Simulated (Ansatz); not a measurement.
The cluster HAu₂⁺. Total charge 1; triplet. Geometry PBE-D4/def2-TZVP, that of the neutral doublet; atoms count from 1.

Cartesian coordinates in Å:
```
Au 0.435 0.155 0.363
Au -0.128 -0.412 -2.108
H -0.307 0.256 1.745
```

In the def2 sets Au takes a core potential; there is no spin–orbit coupling. At PBE0-D4/def2-TZVP a singlet of charge 1 lies 0.87 eV below the triplet at the same geometry. The structure comes from a short search, and lower isomers may exist.

Question: Estimate the Mulliken populations from the PBE0/def2-TZVP orbitals of Ansatz.

Answer: 
| atom | charge (e) | spin (α − β) | d electrons |
| --- | --- | --- | --- |
| Au1 | 0.50 | 0.73 | 9.55 |
| Au2 | 0.42 | 0.88 | 9.74 |
| H3 | 0.08 | 0.38 | – |
Mulliken values and Mayer orders depend strongly on the basis.

Question: Where does the spin sit?

Answer: Summed by element: Au 1.62, H 0.38, of 2 unpaired in all. Largest on single atoms: Au2 0.88, Au1 0.73, H3 0.38.

Question: And the Mayer bond orders between bonded heavy atoms (over 0.3)?

Answer: Au1–Au2 0.65 (2.60 Å).
